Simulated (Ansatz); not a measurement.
The first iterations of a band of AlClH₆HfO₄ (13 atoms, charge 0, multiplicity 1).

The calculation used Ansatz, RKS PBE/def2-SVP.

```
movable images  : 7
climbing image  : yes
spring          : 5.0 eV/Å²
optimiser       : quadratic models (default)
start path      : through a guess of the saddle point
force threshold : 0.05 eV/Å
iteration limit : 60
end points      : relaxed
```

First end point:

```xyz
13
Properties=species:S:1:pos:R:3
Hf -0.200 0.261 0.526
Cl -1.628 0.039 2.465
O 1.895 0.230 -0.049
H 2.253 -0.202 -0.841
O -1.033 1.523 -0.675
H -1.628 1.639 -1.430
O -0.455 -1.503 -0.222
H -0.566 -2.461 -0.283
O 1.071 1.414 1.879
Al 2.810 1.270 1.221
H 3.726 0.374 2.185
H 3.363 2.624 0.568
H 0.780 1.637 2.780
```

Last end point:

```xyz
13
Properties=species:S:1:pos:R:3
Hf 0.423 0.069 -0.227
Cl -1.274 1.282 2.736
O 1.816 -0.243 -1.537
H 2.283 -0.547 -2.325
O -0.893 1.259 -1.015
H -1.747 1.713 -0.992
O -0.318 -1.622 0.353
H -0.902 -2.291 0.730
O 1.325 0.982 1.338
Al 2.809 1.520 2.069
H 4.180 1.102 1.362
H 2.702 2.385 3.404
H -0.017 1.236 2.227
```

| iteration | highest image above the first end (eV) | largest band force component (eV/Å) |
| --- | --- | --- |
| 1 | 4.943 | 9.545 |
| 2 | 2.974 | 3.763 |
| 3 | 2.276 | 2.568 |
| 4 | 2.093 | 1.113 |
| 5 | 2.067 | 0.799 |
| 6 | 2.056 | 0.682 |
| 7 | 2.052 | 1.137 |
| 8 | 2.045 | 0.389 |
| 9 | 2.045 | 0.490 |
| 10 | 2.042 | 0.538 |

Q: Does the band converge within its limit, and where does its top end?

A: The run converged. It ended after 31 iterations with the highest image 2.039 eV above the first end. The highest image is an end point: on this band no image between the ends rises above it. Between wells the path still climbs a hump at image 1, 0.01 eV above the well before it. The orbitals stay closed-shell, which can raise the energy where a bond breaks towards radicals; this wasn't checked here.

Run time: 9.9 min on 4 threads of Arm Neoverse V1 (shared host), peak memory 0.25 GiB.
